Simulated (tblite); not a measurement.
Species: C4H14SSi2.
Z-matrix (Å and degrees, GFN2-xTB geometry), rows numbered from 1:
```
Si
C   1  1.9016
C   2  1.5273  1  115.08
C   3  1.5270  2  114.30  1   -58.66
C   4  1.5202  3  114.01  2   -60.76
S   5  1.8302  4  114.04  3   -54.69
Si  6  2.1391  5  102.16  4   -63.20
H   1  1.4663  2  111.26  3    75.61
H   1  1.4635  2  108.86  3  -164.57
H   1  1.4659  2  109.33  3   -44.87
H   2  1.0925  1  108.65  3   120.74
H   2  1.0909  1  110.13  3  -123.95
H   3  1.0930  2  109.09  1    62.52
H   3  1.0941  2  108.97  1   179.64
H   4  1.0944  3  108.73  2   177.57
H   4  1.0936  3  109.47  2    60.10
H   5  1.0884  4  111.06  3    63.40
H   5  1.0905  4  110.67  3  -175.88
H   7  1.4592  6  107.10  5   -41.81
H   7  1.4505  6  103.55  5  -162.05
H   7  1.4607  6  110.27  5    78.14
```

All values are computed: GFN2-xTB (tblite) harmonic vibrations without scaling, gas phase. Against measured fundamentals such values can be off by several per cent, at times by over 20. Modes of hydrogen on silicon can be 10 to 20 % off. One conformer, not necessarily the lowest.

Harmonic wavenumbers (cm⁻¹): 27.1, 39.5, 70.8, 115.3, 126.7, 135.2, 201.2, 251.3, 287.2, 372.1, 459.4, 511.9, 513.2, 537.7, 553.5, 564.0, 671.2, 699.2, 743.4, 759.1, 776.3, 789.0, 794.2, 795.5, 806.6, 811.0, 905.1, 949.3, 1007.5, 1057.0, 1099.9, 1133.0, 1155.0, 1193.8, 1255.2, 1272.6, 1303.5, 1349.6, 1359.4, 1451.1, 1477.4, 1488.7, 1496.7, 2236.9, 2244.6, 2266.0, 2278.9, 2298.2, 2379.3, 2944.1, 2949.8, 2961.4, 2962.0, 2971.3, 2973.4, 2990.3, 3013.8.

A = 3651, B = 555.1, C = 542.6 MHz; mass 150.035 u (most abundant isotopes); point group C1, symmetry number 1.

Task: What is the zero-point energy?

Result: ½Σν̃ = 35418 cm⁻¹ = 423.70 kJ/mol.

Task: What is S at 500 K and 1 bar for an ideal gas of classical rigid rotors and harmonic oscillators?

Result: Translation 182.10, rotation 132.21, vibration 258.62: S = 572.9 J/(mol K).

Task: And Cp and H(500 K) − H(0)?

Result: Cp = 271.50 J/(mol K), of which vibrations give 238.24 (their classical limit is 57 R = 473.9); H(500 K) − H(0) = 79.98 kJ/mol without the zero-point energy, 63.35 from vibrations.

Task: How do the functions run with temperature in this model?

Result: 
```tsv
T (K)	S (J/(mol K))	Cp (J/(mol K))	H − H(0) (kJ/mol)	G − H(0) (kJ/mol)	ln q(vib)
150	356.3	111.0	11.30	-42.14	4.80
250	424.6	161.5	24.88	-81.26	8.06
298.15	455.2	186.1	33.26	-102.45	9.59
400	516.6	233.2	54.68	-151.97	12.78
600	625.3	303.1	108.76	-266.43	18.87
900	762.1	370.8	210.67	-475.24	27.36
```

q(vib) and H(0) count from the zero-point level.

Task: Blend soft modes into free rotors: weight 1/[1 + (100 cm⁻¹/ν̃)⁴] for the oscillator and the rest for a rotor with moment μB/(μ + B), μ = h/(8π²ν), B = 10⁻⁴⁴ kg m². What vibrational entropy results?

Result: 232.24 J/(mol K) in place of 258.62, which changes −T·S at 500 K by +13.19 kJ/mol.

Task: What must be added to the electronic energy to get the Gibbs energy at 500 K and 1 bar?

Result: ZPE + [H(500 K) − H(0)] − T·S = 423.70 + 79.98 − 286.47 = 217.21 kJ/mol.

Hindered rotation and anharmonicity are outside this model. Other conformers, if any are populated, would add a mixing term that is left out. The structure is chiral; the term R ln 2 for an equal mix with its mirror image is left out.
